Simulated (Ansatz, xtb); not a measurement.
## Relative energy of two structures of AlF2H5Si2

Structure a: `[F][Al]([F])[SiH2][SiH3]`, a singlet. Structure b: a singlet given by its coordinates. Both are isolated molecules in the gas phase, relaxed with B3LYP/6-31G*; the shapes shown needn't be the lowest conformers.

a (Å):

```xyz
10

Al   -1.2711   -2.7897   -0.5453
F    -1.2861   -4.2067   -1.4032
F    -1.7985   -2.8821    1.0224
Si   -0.5900   -0.6863   -1.5498
Si   -2.4246    0.4160   -2.5349
H     0.4480   -0.9414   -2.5894
H     0.0120    0.1936   -0.5074
H    -2.0099    1.7069   -3.1477
H    -3.0251   -0.4455   -3.5898
H    -3.4650    0.6856   -1.5052
```

b (Å):

```yaml
atoms:
  - { symbol: Al, position_ang: [1.4714, -0.7220, -0.5246] }
  - { symbol: F, position_ang: [1.0921, -2.3256, -0.2589] }
  - { symbol: F, position_ang: [1.2593, 0.0397, 1.2848] }
  - { symbol: Si, position_ang: [-0.4749, 0.7426, -1.0291] }
  - { symbol: Si, position_ang: [-0.1208, 1.1184, 1.2550] }
  - { symbol: H, position_ang: [2.9526, -0.3519, -0.9458] }
  - { symbol: H, position_ang: [-0.3123, 2.0248, -1.7697] }
  - { symbol: H, position_ang: [-1.8487, 0.2134, -1.2485] }
  - { symbol: H, position_ang: [0.4614, 2.3872, 1.7625] }
  - { symbol: H, position_ang: [-1.0118, 0.5358, 2.2899] }
```

Close contacts (Å): Al1–F2 1.67, Al1–F3 1.97, Al1–Si4 2.49, F3–Si5 1.75, Si4–Si5 2.34, Al1–H6 1.58, Si4–H7 1.49, Si4–H8 1.49, Si5–H9 1.49, Si5–H10 1.48.

Question: Estimate which is lower in electronic energy at CCSD(T)/def2-SVP + ΔMP2/def2-TZVPP, and by roughly how much.

Answer: The CCSD(T)/def2-SVP + ΔMP2/def2-TZVPP calculation puts structure a lower, by 0.604 eV.

How the difference moves with the method:

```
                             level      geometry  E(b) − E(a) (eV)  departure from the last row (eV)  job, with rough time for the two
                      B3LYP/6-31G*  B3LYP/6-31G*              +0.493                            −0.110                optimisation, 73 s
                       HF/def2-SVP  B3LYP/6-31G*              +0.550                            −0.054           part of the CCSD(T) run
                      MP2/def2-SVP  B3LYP/6-31G*              +0.513                            −0.091           part of the CCSD(T) run
                  CCSD(T)/def2-SVP  B3LYP/6-31G*              +0.493                            −0.111                      single point
CCSD(T)/def2-SVP + ΔMP2/def2-TZVPP  B3LYP/6-31G*              +0.604                                                  single point, 27 s
```

None of the levels shown reverses the order. The largest departure from CCSD(T)/def2-SVP + ΔMP2/def2-TZVPP is that of CCSD(T)/def2-SVP, 0.111 eV. Levels run at GFN2-xTB geometries aren't shown. The last row adds to CCSD(T) the change of the MP2 difference between the two basis sets, here +0.111 eV.

With harmonic frequencies from B3LYP/6-31G* (ideal gas, rigid rotor, one conformer each, 298.15 K, 1 atm): on the last row, ΔE + ΔZPE = +0.598 eV. A mode under 50 cm⁻¹ makes harmonic enthalpies and free energies unreliable, so none is given.

The correlated steps freeze 17 core orbitals. Codes used: Ansatz 0.2.0; the last row on 1 thread of AMD EPYC 9R45 96-Core Processor (Zen 5) on a shared host.
